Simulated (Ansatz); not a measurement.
Species: dichloro-bis(ethenyl)silane, C4H6Cl2Si (charge 0, singlet). SMILES: C=C[Si](C=C)(Cl)Cl
Coordinates optimised at B3LYP-D3(BJ)/def2-TZVP (Ansatz, a quantum-chemistry and plane-wave program):
```
Si
C 1 1.8487
C 2 1.3311 1 124.02
H 3 1.0838 2 122.08 1 0.88
H 3 1.0846 4 116.06 2 179.64
H 2 1.0867 3 118.84 4 179.60
C 1 1.8491 2 114.82 6 154.30
C 7 1.3312 1 123.93 2 -30.49
H 8 1.0839 7 122.10 1 0.82
H 8 1.0846 9 116.02 7 179.59
H 7 1.0866 8 118.84 9 179.54
Cl 1 2.0667 2 109.74 6 -84.29
Cl 1 2.0668 2 107.61 6 31.68
```
Charge 0, spin multiplicity 1.

Wanted: atomisation energy (electronic, to ground-state atoms), in kJ/mol. Valence correlation only, unless marked. Open shells are spin-unrestricted. Spin-orbit coupling is left out. No relativistic terms. The coupled-cluster limit lacks core correlation, which all-electron functionals hold. Basis-set limits of correlation are two-point, X^-3; Hartree-Fock from the larger set.

| level | program | atomisation energy (kJ/mol) |
|---|---|---|
| SVWN5/def2-TZVPD | Ansatz | 5980.7 |
| PBE/def2-TZVPD | Ansatz | 5341.0 |
| r2SCAN/def2-TZVPD | Ansatz | ___ |
| B3LYP-D3(BJ)/def2-TZVPD | Ansatz + dftd3 | 5254.8 |
| B3LYP/def2-TZVPD | Ansatz | 5180.7 |
| PBE0/def2-SVP | Ansatz | ___ |
| PBE0-D4/def2-TZVP | Ansatz + dftd4 | 5303.5 |
| LC-wPBE/def2-TZVPD | Ansatz | ___ |
| wB97M-V/def2-TZVPD | Ansatz | ___ |
| CCSD/STO-3G | Ansatz | 5373.7 |
| CCSD(T)/CBS(cc-pV(T+d)Z,cc-pV(Q+d)Z) | Ansatz | 5268.9 |

**Question.** Complete the blanks.

**Answer.** 
- r2SCAN/def2-TZVPD, atomisation energy (kJ/mol): 5276.1
- PBE0/def2-SVP, atomisation energy (kJ/mol): 5287.2
- LC-wPBE/def2-TZVPD, atomisation energy (kJ/mol): 5226.2
- wB97M-V/def2-TZVPD, atomisation energy (kJ/mol): 5279.4
